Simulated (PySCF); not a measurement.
## Splitting trees

Structure with atom numbers: `[CH:1]#[C:2]/[C:3]([F:4])=[CH:5]\[CH2:6][F:7]`. Hydrogens are named by the atom that carries them.

Isolated molecule, fast rotation and ring inversion assumed for equivalent nuclei, a single conformation, no relativistic terms. Shielding tensors at PBE0/pcSseg-1 (GIAO); structure optimised with GFN2-xTB; spin–spin couplings from B3LYP/pcJ-1 (spin–dipole term only in couplings to heteroatoms); PySCF.

Scale: 19F vs CFCl3; 1H against TMS (reference shieldings calculated alike).

Spectrometer: 800 MHz for 1H. First-order analysis; couplings under 1 Hz (under 4 Hz in carbon signals) are ignored, and nearly equal couplings are merged; the smaller ones broaden or split the lines further.

Q: What pattern does F4 show (19F)?

A: A doublet of doublets of quartets at δ -105.1: 10.4 Hz to H(C5) (1 × 1H, 3 bonds away), 5.0 Hz to F7 (1 × 19F, 4 bonds away), 3.5 Hz to H(C1) and H(C6) (3 × 1H, 4 bonds away). Lines in Hz from the centre (relative intensity): +12.9 (1), +9.4 (3), +8.0 (1), +6.0 (3), +4.5 (3), +2.5 (1), +2.5 (1), +0.9 (3), -0.9 (3), -2.5 (1), -2.5 (1), -4.5 (3), -6.0 (3), -8.0 (1), -9.4 (3), -12.9 (1). The outer lines are 25.9 Hz apart, the sum of the couplings kept, or 0.034 ppm at this field.

Q: What pattern does H(C5) show (1H)?

A: A doublet of doublets of triplets at δ 6.34: 11.9 Hz to F7 (1 × 19F, 3 bonds away), 10.4 Hz to F4 (1 × 19F, 3 bonds away), 8.0 Hz to H(C6) (2 × 1H, 3 bonds away). Lines in Hz from the centre (relative intensity): +19.1 (1), +11.2 (2), +8.8 (1), +7.2 (1), +3.1 (1), +0.8 (2), -0.8 (2), -3.1 (1), -7.2 (1), -8.8 (1), -11.2 (2), -19.1 (1). The outer lines are 38.3 Hz apart, the sum of the couplings kept, or 0.048 ppm at this field.

Q: What pattern does H(C6) show (1H)?

A: A doublet of doublets of doublets at δ 5.51: 51.6 Hz to F7 (1 × 19F, 2 bonds away), 8.0 Hz to H(C5) (1 × 1H, 3 bonds away), 3.3 Hz to F4 (1 × 19F, 4 bonds away). Lines in Hz from the centre (relative intensity): +31.4 (1), +28.1 (1), +23.4 (1), +20.1 (1), -20.1 (1), -23.4 (1), -28.1 (1), -31.4 (1). The outer lines are 62.9 Hz apart, the sum of the couplings kept, or 0.079 ppm at this field.

Q: What pattern does H(C1) show (1H)?

A: A doublet of doublets at δ 3.20: 3.9 Hz to F4 (1 × 19F, 4 bonds away), 2.4 Hz to F7 (1 × 19F, 6 bonds away). Lines in Hz from the centre (relative intensity): +3.1 (1), +0.8 (1), -0.8 (1), -3.1 (1). The outer lines are 6.3 Hz apart, the sum of the couplings kept, or 0.008 ppm at this field.

Unscaled 3J(H,H) at this level run about 10 % above measured values. Couplings across =CH–CH2 type bonds come from one rotamer and its mirror image, and can be 1–2 Hz further off. Only one conformer was computed, so three-bond couplings in flexible chains and rings are approximate.
